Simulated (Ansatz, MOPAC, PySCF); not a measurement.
Dissociation curve of BeO, singlet.

- RCCSD = CCSD on RHF/cc-pVDZ, 1 core orbital frozen (PySCF 2.14.0)
- RKS-PBE = restricted PBE/cc-pVDZ (Ansatz, a program for electronic structure)
- PM6, restricted, heats of formation (MOPAC)
- PM7, restricted, heats of formation (MOPAC)
- UHF/cc-pVDZ (PySCF)

Energies are in eV, each relative to the lowest point of its own curve near equilibrium.

| R / Å | RCCSD | RKS-PBE | PM6 | PM7 | UHF |
|---|---|---|---|---|---|
| 1.00 | 5.881 | 5.947 | 5.956 | 5.284 | 6.572 |
| 1.06 | 3.495 | 3.596 | 3.488 | 3.077 | 4.254 |
| 1.13 | 1.710 | 1.807 | 1.608 | 1.393 | 2.564 |
| 1.18 | 0.911 | 0.991 | 0.774 | 0.649 | 1.846 |
| 1.24 | 0.331 | 0.386 | 0.205 | 0.152 | 1.377 |
| 1.29 | 0.085 | 0.116 | 0.015 | 0.000 | 1.234 |
| 1.32 | 0.018 | 0.033 | 0.000 | 0.002 | 0.469 |
| 1.35 | 0.000 | 0.000 | 0.048 | 0.062 | 0.290 |
| 1.41 | 0.084 | 0.051 | 0.297 | 0.328 | 0.071 |
| 1.46 | 0.246 | 0.185 | 0.629 | 0.664 | 0.000 |
| 1.54 | 0.621 | 0.518 | 1.321 | 1.349 | 0.041 |
| 1.63 | 1.125 | 1.000 | 2.248 | 2.236 | 0.245 |
| 1.81 | 2.060 | 2.091 | 4.251 | 3.967 | 0.927 |
| 2.01 | 3.035 | 3.268 | 6.308 | 5.239 | 1.845 |
| 2.17 | 3.767 | 4.094 | 7.603 | 5.885 | 2.577 |
| 2.41 | 4.679 | 5.092 | 8.793 | 6.594 | 3.219 |
| 2.65 | 5.280 | 5.825 | 9.416 | 7.108 | 3.401 |
| 2.95 | 5.626 | 6.454 | 9.867 | 7.542 | 3.469 |
| 3.26 | 5.738 | 6.867 | 10.148 | 7.809 | 3.487 |
| 3.60 | 5.774 | 7.144 | 10.325 | 7.963 | 3.493 |
| 3.96 | 5.786 | 7.321 | 10.419 | 8.033 | 3.491 |
| 4.62 | 5.794 | 7.493 | 10.472 | 8.063 | 3.495 |
| 5.26 | 5.796 | 7.567 | 10.477 | 8.066 | 3.500 |

At the longest distance, 5.26 Å, PM6 lies highest above its minimum (10.477 eV) and UHF lowest (3.500 eV).

The T1 diagnostic of CCSD on the restricted reference of RCCSD exceeds 0.045 at 1.32 to 2.65 Å. The restricted form behind RKS-PBE, PM6, PM7 keeps the bonding electrons paired and can't separate into open-shell fragments. The unrestricted determinant behind UHF is spin-contaminated at 1.32 to 5.26 Å (<S²> up to 1.3, against 0.00 for a pure singlet).
